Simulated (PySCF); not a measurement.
Cartesian coordinates in Å; atom numbers follow the order of the lines, from 1:
```xyz
9

Cu    0.000    0.000    0.000
C    -0.004   -0.014    1.960
H    -0.438    0.907    2.406
H     1.012   -0.104    2.402
H    -0.589   -0.854    2.393
C     0.004    0.014   -1.960
H    -1.016    0.018   -2.402
H     0.515   -0.867   -2.405
H     0.516    0.901   -2.393
```

Total charge -1.

Geometry: PBE0-D3(BJ)/def2-SVP; GIAO absolute shieldings from PySCF 2.14.0 with density-fitted response routines, gas phase, non-relativistic, averaged over equivalent atoms.

At B3LYP/pcSseg-1 (pcSseg-2 on Cu) (137 basis functions, 6.4 s wall time on 1 thread of an x86-64 server CPU, shared host):
```tsv
atoms	σ (ppm)
Cu1	677.4
C2/C6	200.8
H3/H4/H5/H7/H8/H9	33.30
```

**Question.** Estimate the result of repeating the calculation with PBE/pcSseg-1 (pcSseg-2 on Cu).

**Answer.** 
```
            atoms  σ at PBE/pcSseg-1 (pcSseg-2 on Cu)  change
              Cu1                               511.9  -165.5
            C2/C6                               199.5    -1.3
H3/H4/H5/H7/H8/H9                               32.98   -0.32
```

The largest change is at Cu1 (Cu bonded to 2 C). Cost: 137 basis functions, 9.6 s wall time on 1 thread of an x86-64 server CPU, shared host.
